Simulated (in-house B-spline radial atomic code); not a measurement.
A fraction x of an electron is removed from 3d in Rb+, starting from [Ar] 3d10 4s2 4p6 and keeping the highest spin. All numbers are computed (non-relativistic B97-1, spin-polarised, spherical fractional occupations; point nucleus) with a radial B-spline atomic code at the basis-set limit, not measured.

Caution: exact exchange at fractional occupations of open shells leaves self-interaction of up to several eV.

```json
{"x": "0", "E(x) - E(0) (eV)": "0.0000", "3d down level (eV)": "-116.942"}
{"x": "0.02", "E(x) - E(0) (eV)": "2.3439", "3d down level (eV)": "-117.446"}
{"x": "0.21", "E(x) - E(0) (eV)": "?", "3d down level (eV)": "?"}
{"x": "0.26", "E(x) - E(0) (eV)": "31.2630", "3d down level (eV)": "-123.571"}
{"x": "0.46", "E(x) - E(0) (eV)": "?", "3d down level (eV)": "?"}
{"x": "0.5", "E(x) - E(0) (eV)": "61.6696", "3d down level (eV)": "-129.841"}
{"x": "0.61", "E(x) - E(0) (eV)": "76.1125", "3d down level (eV)": "-132.761"}
{"x": "0.68", "E(x) - E(0) (eV)": "85.4713", "3d down level (eV)": "-134.635"}
{"x": "0.79", "E(x) - E(0) (eV)": "100.4440", "3d down level (eV)": "-137.602"}
{"x": "0.96", "E(x) - E(0) (eV)": "124.2298", "3d down level (eV)": "-142.242"}
{"x": "1", "E(x) - E(0) (eV)": "129.9415", "3d down level (eV)": "-143.343"}
```

**Question.** What belongs in the row x = 0.21?

**Answer.** An energy change of 25.1167 eV; 3d down at -122.283 eV.

**Question.** What belongs in the row x = 0.46?

**Answer.** An energy change of 56.4971 eV; 3d down at -128.786 eV.

**Question.** Check Janak's theorem between x = 0.5 and 0.61.

**Answer.** The slope of the energy is 131.30 eV; the orbital levels give 131.30 eV (-ε of the emptying orbital, averaged over the two points).
